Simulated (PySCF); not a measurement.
Compound: C₄H₂FNOS.
InChI=1S/C4H2FNOS/c5-3-1-6-8-4(3)2-7/h1-2H

Computed with PySCF at CAM-B3LYP/def2-SVPD, non-relativistic, on one gas-phase PBE0-D3(BJ)/def2-SVP geometry that isn't relaxed in the solvent. The solvent is an IEF-PCM continuum (van der Waals radii × 1.2), and excitations are vertical TDDFT with non-equilibrium linear response and a frozen core. The model holds no explicit solvent molecules, cavitation or dispersion.

Gas-phase singlets (H = HOMO, L = LUMO):

```json
{"state": "S1", "E (eV)": "3.774", "λ (nm)": "329", "f": "0.000", "leading configurations": "H-1→L 88%, H-1→L+2 9%"}
{"state": "S2", "E (eV)": "4.732", "λ (nm)": "262", "f": "0.096", "leading configurations": "H→L 94%"}
{"state": "S3", "E (eV)": "5.093", "λ (nm)": "243", "f": "0.002", "leading configurations": "H-3→L 90%"}
{"state": "S4", "E (eV)": "5.301", "λ (nm)": "234", "f": "0.203", "leading configurations": "H-2→L 92%"}
{"state": "S5", "E (eV)": "6.214", "λ (nm)": "200", "f": "0.002", "leading configurations": "H→L+1 75%, H→L+3 12%"}
```

Problem. What are the lowest 5 singlets in chloroform (ε = 4.711)?

Solution. 
| state | E (eV) | λ (nm) | f | leading configurations | change by rank (eV) |
| --- | --- | --- | --- | --- | --- |
| S1 | 3.861 | 321 | 0.001 | H-1→L 88%, H-1→L+2 8% | +0.087 |
| S2 | 4.620 | 268 | 0.135 | H→L 95% | -0.112 |
| S3 | 5.152 | 241 | 0.008 | H-3→L 88% | +0.059 |
| S4 | 5.190 | 239 | 0.257 | H-2→L 92% | -0.111 |
| S5 | 6.154 | 201 | 0.002 | H→L+1 80% | -0.060 |

Problem. Give the list for acetone (ε = 20.49), n² = 1.85.

Solution. 
| state | E (eV) | λ (nm) | f | leading configurations | change by rank (eV) |
| --- | --- | --- | --- | --- | --- |
| S1 | 3.893 | 318 | 0.001 | H-1→L 87%, H-1→L+2 8% | +0.119 |
| S2 | 4.617 | 269 | 0.130 | H→L 95% | -0.115 |
| S3 | 5.181 | 239 | 0.022 | H-3→L 83%, H-2→L 8% | +0.088 |
| S4 | 5.202 | 238 | 0.235 | H-2→L 85% | -0.099 |
| S5 | 6.133 | 202 | 0.002 | H→L+1 82% | -0.081 |

Problem. The ground-state energy changes by -0.250 eV from gas to acetone. By how much does the total energy of gas-phase S1 change?

Solution. E(S1) = E(S0) + excitation energy, so it changes by -0.250 + 0.119 = -0.131 eV: it is lowered less than the ground state, which is what a blue shift means. This is the vertical state, with the slow part of the continuum still set for S0.

Problem. How do the frontier levels move from gas to acetone?

Solution. 
| orbital | gas (eV) | solvent (eV) | change (eV) |
| --- | --- | --- | --- |
| LUMO+2 | 0.74 | 0.98 | +0.24 |
| LUMO+1 | 0.69 | 0.85 | +0.16 |
| LUMO | -1.77 | -1.60 | +0.17 |
| HOMO | -9.35 | -9.11 | +0.24 |
| HOMO-1 | -9.77 | -9.73 | +0.04 |
| HOMO-2 | -9.93 | -9.75 | +0.18 |
| HOMO-3 | -10.64 | -10.55 | +0.09 |

The HOMO–LUMO gap goes from 7.58 to 7.51 eV.

Cost: about 30 s of CPU time on one thread; the machine was shared, so the figure is rough. This is the whole response run at CAM-B3LYP/def2-SVPD in acetone, SCF included.

Shape of the structure used: `[O:1]=[CH:2][c:3]1[s:4][n:5][cH:6][c:7]1[F:8]`: O1–C2–C3–S4 -1°.
